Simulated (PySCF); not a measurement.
Li(OtBu) (C₄H₉LiO), SMILES [Li][O]C(C)(C)C. Geometry: ωB97X-D3(BJ)/def2-SVP. The isomer is the one that the SMILES or the coordinates give; other isomers of the formula were not compared.

Computed equilibrium geometry at ωB97X-D3(BJ)/def2-SVP (PySCF confirms it by a frequency run) as a Z-matrix, and its point group:
point group C3v.
```
C
O 1 1.3787
C 1 1.5403 2 109.65
H 3 1.1023 1 109.61 2 -59.19
H 3 1.1023 4 108.00 1 -119.37
H 3 1.1032 4 108.53 5 -117.47
C 1 1.5403 2 109.65 3 120.00
H 7 1.1023 1 109.61 2 -59.19
H 7 1.1023 8 108.00 1 -119.37
H 7 1.1032 8 108.53 9 -117.47
C 1 1.5403 2 109.65 3 -120.00
H 11 1.1023 1 109.61 2 59.19
H 11 1.1023 12 108.00 1 119.37
H 11 1.1032 12 108.53 13 117.47
Li 2 1.5803 3 142.59 4 -54.01
```
Charge 0, spin multiplicity 1.
